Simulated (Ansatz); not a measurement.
CH6AlFSi2, SMILES `FC[SiH]1[AlH][SiH2]1` at its PBE0-D4/def2-TZVP geometry, where that method's forces vanish. Total charge 0; spin multiplicity 1.

```xyz
11

F    -2.4691   -1.4525    0.3552
C    -1.0984   -1.6516    0.4542
Si   -0.1612    0.0026    0.5553
Al    2.0670    0.8947    0.2980
Si    0.2541    1.5340   -1.1473
H    -0.9036   -2.2518    1.3494
H    -0.7703   -2.2231   -0.4194
H    -0.6111    0.7846    1.7515
H     3.5897    0.9780    0.7308
H    -0.5573    2.6947   -1.6069
H     0.6601    0.6904   -2.3206
```

(1) What forces (eV/Å) does ωB97M-V/def2-TZVPP give on these atoms in Ansatz? (Best estimate.)

Answers

(1) Ansatz gave: 
```
F1  -0.271  0.057 -0.020
C2   0.368 -0.073  0.036
Si3 -0.021  0.058  0.074
Al4  0.098 -0.003  0.028
Si5 -0.033  0.036 -0.115
H6  -0.021  0.036 -0.091
H7  -0.029  0.035  0.079
H8   0.035 -0.068 -0.121
H9  -0.178 -0.009 -0.050
H10  0.093 -0.140  0.057
H11 -0.041  0.073  0.122
```
